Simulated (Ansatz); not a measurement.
Program: Ansatz. Geometries: PBE0-D4/def2-TZVP. ΔE: electronic, gas phase. CCSD(T)/CBS is the MP2 limit (def2-TZVPP, def2-QZVPP) plus CCSD(T) − MP2 in def2-TZVPP, frozen cores. This one scheme is used for every species. def2 core potentials past Kr. For Sn outer-core shells are correlated without core-valence functions, which leaves a few kJ/mol of doubt a bond.

Consider the formal exchange of groups at the Sn–Cl bond: `N#[C][SnH2][Cl]` + CH₄ → `[CH3][SnH2][C]#N` + HCl.

```csv
level,ΔE (kcal/mol)
HF/def2-QZVPP,27.5
CCSD/CBS(def2),23.1
```

What does CCSD(T)/CBS give? (Best estimate.)

The calculation gave: +22.7 kcal/mol. The listed levels differ from it by 4.8, 0.4 kcal/mol.

What do rigid-rotor, harmonic-oscillator terms from PBE0-D4/def2-TZVP frequencies (298.15 K, 1 bar) make of the CCSD(T)/CBS value? (Best estimate.)

Computed: ΔZPE = -1.9 kcal/mol, ΔH = +21.0 kcal/mol, ΔS = 10 J/(mol·K), ΔG = +20.3 kcal/mol.

Largest T1 diagnostic among the species: 0.013.

In def2-TZVPP, CCSD(T) changes the Hartree–Fock value by −5.8 kcal/mol (the triples alone add −0.3 kcal/mol) and MP2 by −5.4 kcal/mol. From BLYP to BHLYP (50 % exact exchange), in def2-TZVPP and without D4, ΔE moves by +0.8 kcal/mol.
